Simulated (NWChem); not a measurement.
System: CCl, doublet; SMILES [C]Cl

The following NWChem deck was run.

```
start job
memory heap 200 mb stack 900 mb global 1100 mb
geometry units angstroms noautosym nocenter noautoz
  C      0.000000     0.000000    -1.203560
  Cl     0.000000     0.000000     0.443107
end
basis spherical
  C library cc-pvdz
  Cl library cc-pvdz
end
dft
  odft
  mult 2
  xc b3lyp
  iterations 150
end
cosmo
  do_cosmo_smd true
  solvent water
end
task dft energy
```

The state is orbitally degenerate and is run as one real component. The geometry was optimised at PBE0/def2-SVP, spin-unrestricted. No stability test was run on the SCF state. B3LYP is NWChem's, with the RPA form of VWN correlation. Solvent: water.

Solvent water, SMD (1 M gas to 1 M solution), gas-phase geometry. Reactions with the solvent are ignored.

Task: What results follow from this input? (B3LYP/cc-pVDZ, spin-unrestricted, SMD on the gas-phase geometry.) Quantities: basis functions; solvation free energy (kcal/mol); cavity-dispersion-structure term (kcal/mol); dipole in solution (D).

Result: 
| Quantity | Result |
|---|---|
| number of basis functions | 32 |
| solvation free energy (kcal/mol) | 3.7 |
| cavity-dispersion-structure term (kcal/mol) | 5.3 |
| dipole in solution (D) | 1.86 |
